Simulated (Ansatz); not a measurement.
**Worked example: Zr(CH3)(NH2)3 + C2H7NO → Zr(NH2)4 + C3H8O**

Species: Zr(CH3)(NH2)3, singlet; C2H7NO `NCCO`, singlet; Zr(NH2)4, singlet; C3H8O (1-propanol) `CCCO`, singlet. The partners trade CH3 for NH2: Zr–CH3 and C–NH2 bonds give way to Zr–NH2 and C–CH3.

Shapes, held fixed at every level: PBE0-D4/def2-TZVP. Flexible molecules stand in one conformer, not always the lowest. Programs: Ansatz 0.2.0. The zero-point and thermal change to 298 K, harmonic and unscaled (PBE0-D4/def2-TZVP), is +2.0 kJ/mol.

At CCSD(T)/def2-TZVPP; 1 Eh = 2625.50 kJ/mol:

| species | energy (Eh) |
| --- | --- |
| Zr(CH3)(NH2)3 | -254.473484 |
| C2H7NO | -210.068977 |
| Zr(NH2)4 | -270.552343 |
| C3H8O | -194.040333 |

Problem. Work out ΔH(298 K) of the reaction at this level.

Solution. 
1. Products less reactants: (-270.552343) + (-194.040333) − [(-254.473484) + (-210.068977)] = -0.050215 Eh = -131.8 kJ/mol.
2. With the thermal change: -131.8 + (+2.0) = -129.8 kJ/mol.

Other levels give -134.3 (CCSD(T)/def2-SVP) to -129.2 kJ/mol (r2SCAN-D4/def2-TZVPP). No measured value is set beside it here. For atoms past krypton def2 sets carry core potentials with scalar relativity. Outer-core shells of Zr are correlated in most correlated rows, in sets that cover them unevenly.
